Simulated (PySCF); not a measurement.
PySCF job for B₃Cl₃H₃N₃, SMILES ClB1NB(NB(N1)Cl)Cl, IEF-PCM-ωB97X/def2-SVP. The structure is a stationary point at B3LYP-D3(BJ)/def2-SVP.

```python
import numpy as np
from pyscf import gto, scf, dft
from pyscf.solvent import pcm

mol = gto.M(
    atom='''
    Cl    3.21722127    0.00000000    0.00000000
    B     1.43473694   -0.00000000   -0.00000000
    N     0.70730448   -1.22508730    0.00000000
    B    -0.71736847   -1.24251863   -0.00000000
    Cl   -1.60861064   -2.78619535    0.00000000
    N    -1.41460897   -0.00000000   -0.00000000
    B    -0.71736847    1.24251864   -0.00000000
    Cl   -1.60861063    2.78619535    0.00000000
    N     0.70730449    1.22508730   -0.00000000
    H     1.21408498   -2.10285689    0.00000000
    H    -2.42816998   -0.00000000   -0.00000000
    H     1.21408499    2.10285688   -0.00000000
    ''',
    basis='def2-SVP',
    charge=0,
    spin=0,
    max_memory=1600,
    verbose=3,
)
mf = dft.RKS(mol, xc='wb97x').density_fit(auxbasis='def2-universal-jkfit')
mf.grids.level = 3
mf.conv_tol = 1e-9
mf.max_cycle = 100
mf.kernel()
res = {}
for name, eps in {'water': 78.355, 'chloroform': 4.7113, 'dimethylsulfoxide': 46.826}.items():
    s = mf.PCM()
    s.with_solvent.method, s.with_solvent.eps, s.with_solvent.lebedev_order = 'IEF-PCM', eps, 17
    s.kernel(mf.make_rdm1())
    res[name] = (s.e_tot, eps, s.dip_moment(), s.mo_energy, s.converged)
    print(f'{name}: electrostatic solvation free energy {(s.e_tot - mf.e_tot) * 627.509474:.3f} kcal/mol')
```

It prints:

```
converged SCF energy = -1620.97141318345

WARN: PCM is an experimental feature. It is still in testing.
Features and APIs may be changed in the future.

converged SCF energy = -1620.97953104318
Dipole moment(X, Y, Z, Debye):  0.00503,  0.00000,  0.00000
water: electrostatic solvation free energy -5.094 kcal/mol

WARN: PCM is an experimental feature. It is still in testing.
Features and APIs may be changed in the future.

converged SCF energy = -1620.97726825994
Dipole moment(X, Y, Z, Debye):  0.00369,  0.00000,  0.00000
chloroform: electrostatic solvation free energy -3.674 kcal/mol

WARN: PCM is an experimental feature. It is still in testing.
Features and APIs may be changed in the future.

converged SCF energy = -1620.97942332307
Dipole moment(X, Y, Z, Debye):  0.00500,  0.00000,  0.00000
dimethylsulfoxide: electrostatic solvation free energy -5.026 kcal/mol
```

The run converged.

Cost: around 2.0 core-minutes (rough).
